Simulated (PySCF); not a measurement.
Au²⁺: ionisation energy

Au²⁺ [Xe] 4f14 5d9 (2D) → Au³⁺ [Xe] 4f14 5d8 (3F), as a difference of total energies. Computed with PySCF 2.14 in ANO-RCC-VTZP, with scalar relativity by spin-free X2C-1e. Correlated levels: valence and next inner shell: [Kr] 4d10 4f14 frozen. The calculations carry no spin-orbit coupling.

```json
{"method": "UHF", "ionisation energy (eV)": "30.943"}
{"method": "MP2 (valence and next inner shell)", "ionisation energy (eV)": "32.714"}
{"method": "SCS-MP2 (valence and next inner shell)", "ionisation energy (eV)": "32.515"}
{"method": "CCSD (valence and next inner shell)", "ionisation energy (eV)": "32.443"}
{"method": "CCSD(T) (valence and next inner shell)", "ionisation energy (eV)": "32.532"}
```

Question: How much does correlation contribute at CCSD(T) (valence and next inner shell)?

Answer: 32.532 − (30.943) = 1.589 eV, measured against UHF.

A first-order spin-orbit estimate (lowest level to lowest level, LS coupling) adds -0.427 eV.

Errors of the correlated levels include the incompleteness of this basis and the frozen core.

For comparison: 30 ± 1.6 eV (theoretical estimate listed by NIST; NIST Atomic Spectra Database, ionization energies).
